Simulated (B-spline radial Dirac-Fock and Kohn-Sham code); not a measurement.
# X-ray lines that fill the 3p3/2 vacancy in Br⁻

System: bromine as Br⁻, [Ar] 3d10 4s2 4p6, inside a Watson sphere of charge +1 and radius 1.666 Å (a model of the Madelung potential; inside it an electron's potential energy is lowered by 8.6 eV).

Input of the calculation (task.json; shells as n, l, electrons):

```json
{"items": [{
  "Z": 35,
  "q": -1,
  "cfg": [[1, 0, 2], [2, 0, 2], [2, 1, 6], [3, 0, 2], [3, 1, 6], [3, 2, 10], [4, 0, 2], [4, 1, 6]],
  "A": 79,
  "rrms": 4.1629,
  "watson": [1, 1.666],
  "do": ["binding", "quiet", "decay"],
  "holes": ["K", "L1", "L2", "L3", "M1", "M2", "M3", "M4", "M5", "N1", "N2", "N3"]
}]}
```

Command: `python xray_run.py task.json out`

These are calculated numbers from a radial atomic solver; the model is independent-particle radiative and Coulomb Auger rates from relativistic LDA hole-state orbitals, with Dirac-Fock energies.

```csv
line,multipole,energy (eV),width (meV),share (%)
M3-M4,E1,116.6,0.0220,8.52
M3-M5,E1,117.6,0.204,79.2
M3-N1,E1,165.8,0.0318,12.3
```

The listed lines hold 100.0 % of the radiative rate. The radiative width is 0.000258 eV in the length form and 0.000210 eV in the velocity form; the two differ because the transition energies are not eigenvalue differences of the potential that gave the orbitals.
